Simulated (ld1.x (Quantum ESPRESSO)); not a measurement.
# K: one change to a TM potential, before and after

potassium, norm-conserving Troullier–Martins (Kleinman–Bylander form), made with ld1.x (Quantum ESPRESSO) 7.5 (PBEsol, scalar-relativistic). Core [Ne], reference 3s2 3p6 3d1 4s0 4p0. Waves: 3s (bound): rc 1.90 bohr; 3p (bound): rc 1.65 bohr; 3d (bound): rc 4.20 bohr. Local part: all-electron potential smoothed inside 1.40 bohr (lloc = -1). Core correction: a·sin(br)/r model core inside 0.85 bohr.

Change: all radii but the core radius scaled by about 1.13 (s 2.14, p 1.86, d 4.72 bohr); local potential all-electron potential smoothed inside 1.58 bohr (lloc = -1).

Cutoffs: the cutoffs (Ry, on a coarse ladder) from which the occupation-weighted sum of valence levels, in a spherical-Bessel basis at the reference potential, stays within 10 and 1 mRy of its value at 400 Ry; they do not see the model core or the augmentation charge, which bear on the density cutoff. Errors are all-electron minus pseudo energies relative to the spin-unpolarised reference configuration.

**Question.** Predict the effect on cutoff, ghosts and configuration errors.

**Answer.** The potential gets softer (25 Ry and 50 Ry → 25 Ry and 40 Ry); of the 7 tests that both files solve, the error grows in 3 and shrinks in 0 by more than 15 % and 0.3 meV (median size 50.5 → 57.7 meV); neither file shows a bound ghost. A larger radius leaves more room for a smooth pseudo-wave, so fewer plane waves are needed. More of the atom is replaced by a form fitted at one configuration, so other configurations suffer.

```tsv
quantity	base	changed
cutoff, loose	25 Ry	25 Ry
cutoff, tight	50 Ry	40 Ry
loose cutoff by channel (10 mRy a level)	s 18 Ry, p 21 Ry, d 6 Ry	s 8 Ry, p 21 Ry, d 6 Ry
bound ghosts	none	none
error for 3s2 3p6 3d0 4s1 4p0, meV [ΔE -2.41 eV]	+68	+75
error for 3s2 3p6 3d0 4s0 4p0, meV [ΔE 1.81 eV]	+6.1	+12
error for 3s2 3p6 3d0 4s0.5 4p0, meV [ΔE -0.79 eV]	+51	+58
error for 3s2 3p5 3d0 4s1 4p0, meV [ΔE 22.49 eV]	+368	+455
error for 3s1 3p6 3d0 4s1 4p0, meV [ΔE 39.49 eV]	+339	+384
error for 3s2 3p6 3d0.5 4s0.5 4p0, meV [ΔE -1.20 eV]	+41	+46
error for 3s2 3p6 3d0 4s0 4p1, meV [ΔE -0.89 eV]	+5.5	+7.1
```
